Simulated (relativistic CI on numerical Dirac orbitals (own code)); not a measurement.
## Line list: Forbidden lines, Au XXVII

These numbers are calculated, not measured: Dirac-Coulomb-Breit CI, orbitals from a KLI potential per configuration, QED by a radiative potential, unscaled Slater integrals (own radial code, finite nucleus).

Configurations in the expansion (outside the closed core [Ar] 3d10 4p6 4d10): 4s2 4f7, 4s2 4f6 5s, 4s2 4f5 5s2, 4s 4f8, 4f9. Levels of other configurations are missing.

| λ vac (Å) | Lower | Upper | Type | A (s⁻¹) | gf | Branching (%) |
| --- | --- | --- | --- | --- | --- | --- |
| 847.55 | 4s2 4f7 8S°_7/2 [1] | 4s2 4f7 6D°_5/2 [16] | M1 | 2.68e+02 | 1.73e-07 | 35.5 |
| 851.01 | 4s2 4f7 8S°_7/2 [1] | 4s2 4f7 6P°_5/2 [15] | M1 | 9.53e+02 | 6.20e-07 | 33.6 |
| 861.74 | 4s2 4f7 8S°_7/2 [1] | 4s2 4f7 6I°_7/2 [13] | M1 | 3.07e+02 | 2.73e-07 | 11.0 |
| 922.06 | 4s2 4f7 8S°_7/2 [1] | 4s2 4f7 6D°_7/2 [12] | M1 | 1.05e+03 | 1.07e-06 | 79.4 |
| 1000.9 | 4s2 4f7 8S°_7/2 [1] | 4s2 4f7 6D°_9/2 [11] | M1 | 2.35e+02 | 3.53e-07 | 42.7 |
| 1227.2 | 4s2 4f7 8S°_7/2 [1] | 4s2 4f7 6I°_7/2 [4] | M1 | 5.96e+02 | 1.08e-06 | 68.4 |
| 1279.7 | 4s2 4f7 8S°_7/2 [1] | 4s2 4f7 6P°_5/2 [3] | M1 | 2.52e+03 | 3.71e-06 | 97.8 |
| 1540.0 | 4s2 4f7 8S°_7/2 [1] | 4s2 4f7 4D°_7/2 [2] | M1 | 1.89e+03 | 5.37e-06 | 100.0 |
| 1902.2 | 4s2 4f7 4D°_7/2 [2] | 4s2 4f7 6P°_5/2 [15] | M1 | 9.52e+02 | 3.10e-06 | 33.5 |
| 1956.7 | 4s2 4f7 4D°_7/2 [2] | 4s2 4f7 6I°_7/2 [13] | M1 | 6.34e+02 | 2.91e-06 | 22.8 |
| 2037.8 | 4s2 4f7 6I°_9/2 [5] | 4s2 4f7 4G°_11/2 [23] | M1 | 3.47e+02 | 2.59e-06 | 57.5 |
| 2315.6 | 4s2 4f7 6I°_11/2 [8] | 4s2 4f7 4G°_9/2 [24] | M1 | 5.33e+02 | 4.28e-06 | 30.9 |
| 2445.7 | 4s2 4f7 6P°_5/2 [3] | 4s2 4f7 6D°_3/2 [17] | M1 | 6.36e+02 | 2.28e-06 | 72.8 |
| 2490.6 | 4s2 4f7 6I°_11/2 [8] | 4s2 4f7 4H°_13/2 [22] | M1 | 2.52e+02 | 3.28e-06 | 39.7 |
| 2540.5 | 4s2 4f7 6P°_5/2 [3] | 4s2 4f7 6P°_5/2 [15] | M1 | 9.04e+02 | 5.25e-06 | 31.9 |
| 2708.6 | 4s2 4f7 6I°_15/2 [10] | 4s2 4f7 4H°_13/2 [22] | M1 | 3.67e+02 | 5.64e-06 | 57.8 |
| 2744.5 | 4s2 4f7 6D°_9/2 [11] | 4s2 4f7 4G°_9/2 [24] | M1 | 7.57e+02 | 8.55e-06 | 43.9 |
| 2796.8 | 4s2 4f7 6I°_17/2 [7] | 4s2 4f7 4N°_17/2 [19] | M1 | 5.89e+02 | 1.24e-05 | 90.9 |
| 2893.6 | 4s2 4f7 6I°_7/2 [4] | 4s2 4f7 6I°_7/2 [13] | M1 | 1.66e+03 | 1.67e-05 | 59.8 |
| 6042.9 | 4s2 4f7 4D°_7/2 [2] | 4s2 4f7 6I°_7/2 [4] | M1 | 2.76e+02 | 1.21e-05 | 31.6 |

Terms are leading LS components. Brackets give the number of a level in order of energy, since labels repeat. The list gives strong lines, with weight on those to low levels, among the lowest 200 of 1875 levels, so that lines to higher ones, which can be the strongest, are missing. Levels whose partners in the same complex of configurations lie outside the list can be far off, and so can their lines. Rates are taken at the computed energies, electric ones in the length gauge.

At this charge energies of transitions that change n are usually good to better than 1 %, and those within a shell (Δn = 0) to a few per cent. Terms inside the open d or f shell come out 10 to 20 % too wide with unscaled integrals.

LS names give the leading component of a level, which can be under half, so a name can repeat, a term be missing and a line seem to break the LS rules.
